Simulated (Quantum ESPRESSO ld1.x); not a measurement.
Radial electron density D(r) = 4 pi r^2 rho(r) of an atom or ion with 23 electrons. All-electron calculation, non-relativistic Kohn-Sham, PBE, spin-unpolarised, spherical densities, point nucleus. Program: ld1.x of Quantum ESPRESSO 7.5.

```
   r/bohr * D(r) (the largest magnitude, 31.2, reaches the edge; | marks zero)
 0.002857 |*
 0.003895 |  *
 0.005311 |    *
 0.007169 |       *
 0.009774 |           *
  0.01333 |                  *
  0.01817 |                            *
  0.02477 |                                      *
  0.03377 |                                              *
  0.04605 |                                                 *
  0.06216 |                                             *
  0.08475 |                                       *
   0.1155 |                                       *
   0.1575 |                                                *
   0.2148 |                                                      *
   0.2929 |                                          *
   0.3993 |                      *
    0.539 |                  *
   0.7349 |                      *
    1.002 |                   *
    1.366 |         *
    1.863 |  *
    2.539 |*
    3.462 *
    4.674 *
    6.372 *
    8.688 *
    11.85 *
    16.15 *
    22.02 *
```

What is the nuclear charge?

Answer. Z = 24. The innermost maximum, from 1s, lies near 1/Z = 0.0417 bohr (found: 0.0447), and its height grows with Z. The density is that of the chromium ion Cr+ in [Ar] 3d4 6s1; the configuration itself is not fixed sharply by these data, and Z only to about a unit. D(r) has 5 maxima, at r = 0.0447, 0.206, 0.780, 4.91, 12.0 bohr, and minima at 0.0995, 0.503, 3.98 bohr, inside which lie 2.14, 10.58, 22.03 electrons.
